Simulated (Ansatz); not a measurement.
Basis-set series for `C[B]([GaH2])BF`. The species carries charge 0 and has multiplicity 1. The structure was optimised at the PBE0-D4/def2-TZVP level. It is one conformer, not always the lowest.

```tsv
functional	basis	functions	energy (Eh)	HOMO (eV)	LUMO (eV)
PBE0-D4	def2-TZVPP	256	-2115.71752	-6.92	-1.93
PBE0-D4	def2-QZVPP	497	-2115.77166	-6.93	-1.96
ωB97M-V	def2-TZVPP	256	-2115.99730	-9.02	-0.23
ωB97M-V	def2-QZVPP	497	-2116.04987	-9.03	-0.34
```

Problem. Give the rows for def2-SVP. (An estimate is asked.)

Solution. The calculation gave: 
| functional | basis | functions | energy (Eh) | HOMO (eV) | LUMO (eV) |
| --- | --- | --- | --- | --- | --- |
| PBE0-D4 | def2-SVP | 118 | -2115.25103 | -6.88 | -1.86 |
| ωB97M-V | def2-SVP | 118 | -2115.52302 | -8.96 | -0.11 |

Scalar relativity is left out up to krypton.

Computed with Ansatz.
